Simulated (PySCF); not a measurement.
Compound: CH7AlFSb.
Bonds: F1–C2, C2–Al3, Al3–Sb4. Hydrogens: H5, H6 on C2; H7, H8 on Al3; H9, H10, H11 on Sb4.

Computed, not measured: PBE0-D3(BJ)/def2-SVP geometry optimisation, gas phase, def2 core potentials past Kr (PySCF 2.14.0).

(1) List the bond lengths, angles and torsions at this level.

## Answers

(1) 
| bond | length (Å) |
| --- | --- |
| F1–C2 | 1.415 |
| C2–Al3 | 2.022 |
| Al3–Sb4 | 2.807 |
| C2–H5, C2–H6 | 1.104 |
| Al3–H7, Al3–H8 | 1.600 |
| Sb4–H9, Sb4–H11 | 1.693 |
| Sb4–H10 | 1.704 |

Bonds in one row agree within 0.01 Å and their mean is given. A selection of angles:
| angle | degrees |
| --- | --- |
| F1–C2–Al3 | 110.6 |
| F1–C2–H5 | 106.7 |
| Al3–C2–H5 | 112.9 |
| H5–C2–H6 | 106.6 |
| C2–Al3–Sb4 | 88.8 |
| C2–Al3–H7 | 118.1 |
| Sb4–Al3–H7 | 100.5 |
| H7–Al3–H8 | 119.2 |
| Al3–Sb4–H9 | 119.4 |
| Al3–Sb4–H10 | 122.8 |
| H9–Sb4–H10 | 96.3 |
| H9–Sb4–H11 | 97.3 |

Torsions: F1–C2–Al3–Sb4 4° (synperiplanar). The mirror-image conformer, all signs reversed, is as good.

Sb4 (antimony bonded to Al and 3 H) has angles from 96.2° to 122.8°. Al3 (aluminium bonded to C, Sb and 2 H) has angles from 88.8° to 119.2°.

Point group: near Cs, missed by 0.12 Å at most; the miss may be what the optimiser left on a soft mode. PBE0-D3(BJ)/def2-SVP frequencies: not computed here. One conformer, not necessarily the lowest.
